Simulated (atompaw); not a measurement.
**Which change was made? (Zr, PAW (atompaw))**

```
Element                 : Zr
Generator               : atompaw 4.2.0.5
Type                    : PAW
Functional              : PBE
Relativity              : scalar-relativistic
Frozen core             : [Ar] 3d10
Valence charge          : 12
Reference configuration : 4s2 4p6 4d2 5s1.5 5p0.5
Partial waves           : 4s (bound): rc 1.50 bohr; 5s (bound): rc 2.20 bohr; 4p (bound): rc 2.00 bohr; 5p (bound): rc 2.20 bohr; 4d (bound): rc 2.20 bohr; 4d channel at 2.65 Ry: rc 2.20 bohr
Local potential         : ultrasoft scheme with l = 3 at 1 Ry, radius 1.80 bohr
Core correction         : smooth core density matched at 2.20 bohr
Augmentation charge     : besselshape compensation charge, radius 1.90 bohr; PAW radius 2.20 bohr; waves and projectors: custom polynom2 7 10 vanderbiltortho
```

Cutoffs, loose and tight: the cutoffs (Ry, on a coarse ladder) from which the occupation-weighted sum of valence levels, in a spherical-Bessel basis at the reference potential, stays within 10 and 1 mRy of its value at 400 Ry. They see the waves, projectors and local potential, not the compensation charge or the core.

The base gives: outcome: generated; cutoff, loose: 21 Ry; cutoff, tight: 25 Ry; bound ghosts: none.

After one change the result is: outcome: failed: atompaw: The overlap operator has at least one negative eigenvalue!. Which change was it?
A. augmentation besselshape compensation charge, radius 1.90 bohr; PAW radius 2.20 bohr; waves and projectors: custom rrkj vanderbiltortho
B. wave 4p (bound): rc 2.00 bohr becomes 4p (bound): rc 1.34 bohr
C. core [Kr], valence charge 4; reference 4d2 5s2 5p0; waves now 5s (bound): rc 3.00 bohr; 5s channel at 0.3 Ry: rc 2.80 bohr; 5p (bound): rc 3.00 bohr; 5p channel at 0.8 Ry: rc 3.00 bohr; 4d (bound): rc 3.00 bohr; 4d channel at 4.2 Ry: rc 1.95 bohr; local potential ultrasoft scheme with l = 3 at 1 Ry, radius 2.15 bohr; core correction smooth core density matched at 1.55 bohr; augmentation besselshape compensation charge, radius 2.30 bohr; PAW radius 3.00 bohr; waves and projectors: custom polynom2 7 10 vanderbiltortho

A. The others give: wave 4p (bound): rc 2.00 bohr becomes 4p (bound): rc 1.34 bohr → outcome: generated; cutoff, loose: 25 Ry; cutoff, tight: 45 Ry; bound ghosts: none | core [Kr], valence charge 4; reference 4d2 5s2 5p0; waves now 5s (bound): rc 3.00 bohr; 5s channel at 0.3 Ry: rc 2.80 bohr; 5p (bound): rc 3.00 bohr; 5p channel at 0.8 Ry: rc 3.00 bohr; 4d (bound): rc 3.00 bohr; 4d channel at 4.2 Ry: rc 1.95 bohr; local potential ultrasoft scheme with l = 3 at 1 Ry, radius 2.15 bohr; core correction smooth core density matched at 1.55 bohr; augmentation besselshape compensation charge, radius 2.30 bohr; PAW radius 3.00 bohr; waves and projectors: custom polynom2 7 10 vanderbiltortho → outcome: generated; cutoff, loose: 12 Ry; cutoff, tight: 30 Ry; bound ghosts: s, p.
